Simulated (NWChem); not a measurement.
System: BeF2 anion, doublet; SMILES of the neutral closed-shell parent [F][Be][F]

```xyz
3

Be     0.0000     0.0000     0.5261
F      1.3264     0.0000    -0.1169
F     -1.3264     0.0000    -0.1169
```
Atoms are numbered in this order, from 1.

Program: NWChem. Spin-unrestricted. In the optimisation the excess spin sits in a1 (C2v, its own frame). Sets without diffuse functions describe the anion's extra electron poorly. Geometry: optimised at B3LYP/def2-SVPD, spin-unrestricted. The spin multiplicity was typed, not searched, and may not be the lowest. No stability test was run on the SCF state. The highest occupied level is positive in some or all of these runs, so the extra electron may be held by the finite basis. Total energies compare along this basis series because the functional is fixed.

```json
[
 {"level": "PBE/cc-pVDZ", "basis functions": "42", "energy (Ha)": "-214.3527", "highest occupied level (eV)": "2.95", "lowest empty minus highest occupied level, either spin (eV)": "1.54", "<S²>": "0.751"},
 {"level": "PBE/aug-cc-pVDZ", "basis functions": "69", "energy (Ha)": "-214.4026", "highest occupied level (eV)": "1.44", "lowest empty minus highest occupied level, either spin (eV)": "0.68", "<S²>": "0.751"},
 {"level": "PBE/cc-pVTZ", "basis functions": "90", "energy (Ha)": "-214.4439", "highest occupied level (eV)": "2.40", "lowest empty minus highest occupied level, either spin (eV)": "1.39", "<S²>": "0.751"},
 {"level": "PBE/aug-cc-pVTZ", "basis functions": "138", "energy (Ha)": "-214.4654", "highest occupied level (eV)": "1.34", "lowest empty minus highest occupied level, either spin (eV)": "0.57", "<S²>": "0.751"},
 {"level": "PBE/cc-pVQZ", "basis functions": "165", "energy (Ha)": "-214.4708", "highest occupied level (eV)": "2.11", "lowest empty minus highest occupied level, either spin (eV)": "1.33", "<S²>": "0.751"}
]
```
